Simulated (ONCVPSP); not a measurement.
Before and after: ONCV potential for Mo

- Element: molybdenum
- Generator: ONCVPSP 4.0.1
- Type: optimised norm-conserving Vanderbilt (ONCV)
- Functional: PBE
- Relativity: scalar-relativistic
- Frozen core: [Ar] 3d10
- Valence charge: 14
- Reference configuration: 4s2 4p6 4d5 (charge +1)
- Partial waves: 4s: rc 1.30 bohr, ncon 4, nbas 9, qcut 6 1/bohr, 1 projector; 4p: rc 1.95 bohr, ncon 5, nbas 10, qcut 6.8 1/bohr, 1 projector; 4d: rc 2.10 bohr, ncon 4, nbas 9, qcut 7.6 1/bohr, 1 projector
- Local potential: polynomial inside 1.00 bohr (lpopt 5, dvloc0 6 Ha)
- Core correction: Teter function, fcfact 6, rcfact 1

All-electron outer shells of the reference configuration (PBE, scalar-relativistic, ld1.x):

| shell | level (eV) | outermost node (bohr) | outermost maximum (bohr) |
| --- | --- | --- | --- |
| 4s | -71.11 | 0.51 | 0.99 |
| 4p | -45.29 | 0.52 | 1.08 |
| 4d | -10.41 | 0.53 | 1.38 |

Change: d: qcut 9.4.

Cutoffs: the cutoffs (Ha) at which the residual kinetic energy of the hardest occupied pseudo-wave falls to 1 and 0.1 mHa per electron; they do not see the model core or the augmentation charge, which bear on the density cutoff. Errors are all-electron minus pseudo energies relative to the spin-unpolarised reference configuration.

Task: What does the change do?

Result: The potential gets neither clearly harder nor softer (58 Ha and 137 Ha → 58 Ha and 137 Ha); of the 4 tests that both files solve, the error grows in 0 and shrinks in 1 by more than 15 % and 0.3 meV (median size 7.2 → 5.8 meV); the range in which the d phases agree narrows (upper end at the end of the scan → 1.7); neither file shows a bound ghost.

```tsv
quantity	base	changed
cutoff, loose	58 Ha	58 Ha
cutoff, tight	137 Ha	137 Ha
loose cutoff by channel	s 58 Ha, p 12 Ha, d 18 Ha	s 58 Ha, p 12 Ha, d 21 Ha
bound ghosts	none	none
GHOST(+) flags under 300 eV	none	none
error for 4s2 4p6 4d5 5s1, meV [ΔE -6.89 eV]	+359	+359
error for 4s2 4p6 4d4, meV [ΔE 15.46 eV]	+1.3	+1.3
error for 4s2 4p6 4d3, meV [ΔE 42.21 eV]	+13	+10
error for 4s2 4p6 4d6, meV [ΔE -6.13 eV]	-0.6	-0.3
s: phases at 1.32 bohr within 0.05 rad from the reference energy up to (Ha; the scan ends near 5)	-0.1	-0.1
p: phases at 1.98 bohr within 0.05 rad from the reference energy up to (Ha; the scan ends near 5)	0.1	0.1
d: phases at 2.13 bohr within 0.05 rad from the reference energy up to (Ha; the scan ends near 5)	to the end of the scan	1.7
rms error of d²Exc/dni dnj with the model core, mHa	1.36	1.35
```
